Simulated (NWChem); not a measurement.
Molecule: C4H7N; SMILES C=C/N=C/C

```xyz
12

C      0.2776     2.4369     0.0000
C     -0.3761     1.2698     0.0000
N      0.3082     0.0477     0.0000
C     -0.3875    -1.0250     0.0000
C      0.2404    -2.3839     0.0000
H      1.3630     2.4621     0.0000
H     -0.2567     3.3813     0.0000
H     -1.4729     1.2447     0.0000
H     -1.4910    -0.9945     0.0000
H     -0.0782    -2.9578     0.8808
H     -0.0782    -2.9578    -0.8808
H      1.3297    -2.2991     0.0000
```
Atoms are numbered in this order, from 1.

Program: NWChem. Coordinates come from a B3LYP/6-31G* (spherical d) optimisation. B3LYP is NWChem's, with the RPA form of VWN correlation. Total energies of different functionals are on different scales.

| level | energy (Ha) | highest occupied level (eV) | orbital gap (eV) | dipole (D) |
|---|---|---|---|---|
| PBE/def2-TZVP | -211.1493 | -6.00 | 4.06 | 1.58 |
| B3LYP/def2-TZVP | -211.4383 | -6.78 | 5.62 | 1.69 |
| Hartree-Fock/def2-TZVP | -210.0351 | (withheld) | (withheld) | (withheld) |
| CAM-B3LYP/def2-TZVP | -211.3111 | -8.23 | 8.43 | 1.79 |
| PBE0/def2-TZVP | -211.1681 | -6.98 | 6.04 | 1.71 |

Fill in the missing entries.


- Hartree-Fock/def2-TZVP, highest occupied level (eV): -9.04
- Hartree-Fock/def2-TZVP, orbital gap (eV): 12.09
- Hartree-Fock/def2-TZVP, dipole (D): 2.07
